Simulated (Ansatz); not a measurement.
Born–Oppenheimer molecular dynamics of CH4OZn (7 atoms, charge 0, multiplicity 1). It starts from a relaxed structure.

All numbers below come from RKS BHLYP-D4/def2-mTZVP in Ansatz 0.2.0.

- ensemble: NVT, Langevin thermostat
- time step: 0.5 fs
- steps asked: 100
- set temperature: 2000 K
- friction: 0.01 /fs
- masses: H 2.014 u
- seed: 965443

First frame:

```xyz
7
Properties=species:S:1:pos:R:3
Zn 0.021 -0.079 0.034
C 0.000 -0.001 1.972
H -0.972 -0.284 2.361
H 0.738 -0.673 2.394
H 0.222 1.001 2.319
O 0.010 -0.041 -1.750
H 0.236 -0.841 -2.216
```

Q: How far do the bonds stretch over the last three quarters of this one trajectory? (Pairs bonded in most of those frames.)

A: 
```csv
bond,mean (Å),spread (Å),shortest,longest
Zn1–C2,2.006,0.039,1.96,2.07
Zn1–O6,1.834,0.116,1.69,2.00
C2–H3,1.095,0.032,1.05,1.18
C2–H4,1.100,0.058,1.00,1.18
C2–H5,1.102,0.057,1.01,1.20
O6–H7,0.959,0.028,0.92,1.01
```

Mean temperature of the second half: 1159 K. The mean temperature of the second half is 42 % below the set value. A run of 0.05 ps of so small a system gives no equilibrium averages.

Time of the run: 10 min on 1 thread of Arm Neoverse N1, with other jobs on the host, peak memory 0.17 GiB.
